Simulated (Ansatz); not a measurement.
`CC[CH2][GeH3]` at its PBE0-D4/def2-TZVP geometry, where that method's forces vanish. Total charge 0; spin multiplicity 1.

```json
{"atom": "C1", "x (Å)": "-0.238", "y (Å)": "-1.738", "z (Å)": "-1.150"}
{"atom": "C2", "x (Å)": "0.395", "y (Å)": "-0.709", "z (Å)": "-0.227"}
{"atom": "C3", "x (Å)": "-0.512", "y (Å)": "0.486", "z (Å)": "0.033"}
{"atom": "Ge4", "x (Å)": "0.282", "y (Å)": "1.823", "z (Å)": "1.224"}
{"atom": "H5", "x (Å)": "-0.478", "y (Å)": "-1.297", "z (Å)": "-2.122"}
{"atom": "H6", "x (Å)": "0.429", "y (Å)": "-2.586", "z (Å)": "-1.323"}
{"atom": "H7", "x (Å)": "-1.168", "y (Å)": "-2.126", "z (Å)": "-0.725"}
{"atom": "H8", "x (Å)": "1.341", "y (Å)": "-0.366", "z (Å)": "-0.659"}
{"atom": "H9", "x (Å)": "0.656", "y (Å)": "-1.187", "z (Å)": "0.725"}
{"atom": "H10", "x (Å)": "-1.457", "y (Å)": "0.159", "z (Å)": "0.479"}
{"atom": "H11", "x (Å)": "-0.768", "y (Å)": "0.983", "z (Å)": "-0.908"}
{"atom": "H12", "x (Å)": "0.607", "y (Å)": "1.191", "z (Å)": "2.591"}
{"atom": "H13", "x (Å)": "-0.680", "y (Å)": "3.005", "z (Å)": "1.445"}
{"atom": "H14", "x (Å)": "1.592", "y (Å)": "2.362", "z (Å)": "0.618"}
```

Q: For each bond, give half the difference of the two atoms' forces along it (eV/Å; positive pushes the atoms apart) under PBE-D4, r2SCAN-D4, B3LYP-D4, ωB97M-V in def2-TZVPP. (Estimate.)

A: Ansatz gave: 
```
   bond  length (Å)  PBE-D4  r2SCAN-D4  B3LYP-D4  ωB97M-V
  C1–C2       1.520    0.02       0.12      0.18     0.17
  C1–H5       1.094    0.11      -0.04     -0.06    -0.07
  C1–H6       1.093    0.10      -0.04     -0.07    -0.09
  C1–H7       1.094    0.11      -0.04     -0.06    -0.07
  C2–C3       1.523   -0.01       0.11      0.14     0.17
  C2–H8       1.096    0.11      -0.05     -0.10    -0.11
  C2–H9       1.096    0.11      -0.05     -0.10    -0.11
 C3–Ge4       1.959    0.05       0.04      0.16     0.01
 C3–H10       1.095    0.11      -0.03     -0.11    -0.08
 C3–H11       1.095    0.11      -0.03     -0.11    -0.08
Ge4–H12       1.541    0.06      -0.06     -0.03    -0.07
Ge4–H13       1.540    0.05      -0.06     -0.04    -0.07
Ge4–H14       1.541    0.06      -0.06     -0.03    -0.07
```

B3LYP here is the variant with VWN-RPA as its local correlation; programs differ in this.
